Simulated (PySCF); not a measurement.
C3H7NSi, SMILES NC=C=C[SiH3]. Geometry: PBE0-D3(BJ)/def2-SVP. The structure was generated by enumeration; whether it is a known compound was not checked. The values are those of a single conformer.

Computed equilibrium geometry at PBE0-D3(BJ)/def2-SVP (PySCF confirms it by a frequency run) as bond lengths and angles (one conformer of several):
Atoms: N1 C2 C3 C4 Si5 H6 H7 H8 H9 H10 H11 H12. Bond lengths (Å): N1–C2 1.394, N1–H6 1.014, N1–H7 1.014, C2–C3 1.318, C2–H8 1.097, C3–C4 1.314, C4–Si5 1.875, C4–H9 1.102, Si5–H10 1.497, Si5–H11 1.498, Si5–H12 1.492. Angles (°): C2–N1–H6 113.6, C2–N1–H7 114.1, H6–N1–H7 110.8, N1–C2–C3 127.3, N1–C2–H8 114.7, C3–C2–H8 117.8, C2–C3–C4 175.4, C3–C4–Si5 122.2, C3–C4–H9 119.2, Si5–C4–H9 118.6, C4–Si5–H10 110.7, C4–Si5–H11 110.8, C4–Si5–H12 109.5, H10–Si5–H11 107.1, H10–Si5–H12 109.4, H11–Si5–H12 109.3.
Charge 0, spin multiplicity 1.
